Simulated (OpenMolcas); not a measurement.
**What dynamic correlation does to the levels of Al III**

```
Program             : OpenMolcas 26.06
Basis               : ANO-R1 [4s3p1d]
Scalar Hamiltonian  : X2C, finite nucleus
Active space        : 1 electron in 4 orbitals (3s 3p)
State averaging     : 2S+1 = 2 even, 1 root; 2S+1 = 2 odd, 3 roots
Spin-orbit coupling : RASSI with atomic mean-field integrals over the reference wave functions, term energies averaged over their components
```

Methods on the same reference wave functions:
A. CASSCF
B. SS-CASPT2, IPEA 0.25 Eh, imaginary shift 0.1 Eh (closed shells correlated: 2s 2p)

Energies in cm⁻¹ above 3s ²S_1/2, the measured ground level; measured values from NIST levels in Kelleher and Podobedova, J. Phys. Chem. Ref. Data 37, 709 (2008).

```csv
Level,A,B,Measured
3s ²S_1/2,0.0,0.0,0.0
3p ²P°_1/2,57394,57983,53683
3p ²P°_3/2,57598,58187,53917
```

Deviations, from unrounded energies. A percentage is the sum of absolute deviations over the sum of measured energies, with the sign that they share, or ± where signs differ.

```
           Against measurement  Levels     A     B
mean absolute deviation (cm-1)       2  3700  4300
      other configurations (%)       2  +6.9  +8.0
```

A lies closest to measurement on these levels. The largest miss of A in the table is 3p ²P°_1/2, by +3700 cm-1. The ranking rests on the paired levels alone, and a cruder setting can come out closer through cancelling errors.

The lowest spin-free term lies below A's lowest term by 0.067 hartree in B.

With one active electron the reference holds no correlation, so core polarisation is missing (holds for A). With one active electron, CASPT2 adds the correlation within the correlated inactive shells and between them and that electron, and leaves the splitting within a term as the reference gives it (holds for B). Computed and measured levels are paired by configuration, term and J; levels that our copy of the source lacks, or whose pairing is in doubt (as where it misses far off the trend of its configuration), stay unpaired and out of the deviations. Levels of configurations outside the active space are missing.

° marks odd parity.
